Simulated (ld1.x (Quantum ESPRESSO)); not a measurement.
## Building the TM potential for Fe (PBE, fully relativistic).

iron (Fe), norm-conserving Troullier–Martins (Kleinman–Bylander form), made with ld1.x (Quantum ESPRESSO) 7.5 (PBE, fully relativistic). Core [Ar], reference 3d6 4s2 4p0. Waves: 4p (bound, empty): rc 2.45 bohr; 3d (bound): rc 0.95 bohr; 4s (bound): rc 1.75 bohr. Local part: the s channel. Core correction: Bessel-smoothed model core, default radius (core density twice the valence density).

Open shells are filled in proportion to 2j + 1 (rel_dist='average').

Problem. Does this generation succeed?

Solution. No. ld1.x (Quantum ESPRESSO) 7.5 stopped with "run_pseudo: Errors in PS-KS equation": the pseudo-atom solver did not find the valence states with the expected number of nodes, which is the usual sign of a ghost state.
